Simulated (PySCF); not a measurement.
**[Er(H2O)2]3+: one run**

[Er(H2O)2]3+ (singlet in the valence; each metal's 4f electrons, 11 of them, lie in its core potential, out of spins and levels). PySCF 2.14.0, RKS r2SCAN, Er lcecp-1-SVP with ECP57, O def2-SVP, H def2-SVP; non-relativistic Hamiltonian with scalar-relativistic core potentials where named; density fitting; no spin-orbit coupling. Purpose: finer grid at the relaxed geometry.

```python
mol = gto.M(atom='''
Er     1.09847     0.24220    -0.01029
O     -0.15656     0.03582     1.76694
H      0.04639     0.31610     2.70383
H     -1.06368    -0.36876     1.85436
O     -0.16989    -0.07219    -1.76424
H     -0.00374    -0.65887    -2.55494
H     -1.03946     0.35742    -1.99565''',
    basis={'Er': 'lcecp-1-SVP', 'O': 'def2-SVP', 'H': 'def2-SVP'},
    ecp={'Er': 'lcecp-1-SVP'},
    charge=3, spin=0)
mf = dft.RKS(mol, xc='R2SCAN')
mf.grids.atom_grid = (75, 302)  # f atoms: unpruned, at least (60, 302)
mf = mf.density_fit()  # fitting sets: Er AutoAux, O def2-universal-JKFIT, H def2-universal-JKFIT
mf.conv_tol = 1e-09; mf.max_cycle = 55
mf.kernel(dm0)  # dm0: converged density of the relaxed state
mf.nuc_grad_method().kernel()
```

Run from Python with OMP_NUM_THREADS=2; the lines above give its settings. Where DIIS fails, smearing, a level shift and second-order steps follow.
It took 27 s on 2 threads of Intel(R) Xeon(R) Platinum 8175M CPU @ 2.50GHz (Skylake/Cascade Lake) (shared host), with gradient, populations and further properties, from an already converged density.

Problem. Where do the frontier levels lie, over both spins?

Solution. HOMO -25.40 eV, LUMO -19.10 eV. The 4f levels lie in the core potential and are missing.

Problem. What are the Mulliken charges and spins?

Solution. 
```tsv
atom	charge (e)	spin (e)
Er1	2.197	0.000
O2	-0.324	0.000
H3	0.365	0.000
H4	0.363	0.000
O5	-0.327	0.000
H6	0.365	0.000
H7	0.362	0.000
```
The spin of the 4f electrons in the core isn't counted.

Problem. What forces act on the atoms (eV/Å)?

Solution. 
```
Er   0.02  0.00  0.00
O   -0.01  0.01  0.02
H   -0.01 -0.01 -0.01
H    0.01  0.00  0.00
O    0.00  0.00 -0.01
H    0.00  0.00  0.00
H   -0.01  0.00  0.00
```
Forces carry noise of the integration grid, about 0.01 to 0.03 eV/Å.

An lcecp potential fixes the number of 4f electrons, so in runs with it no electron can move into or out of that shell.
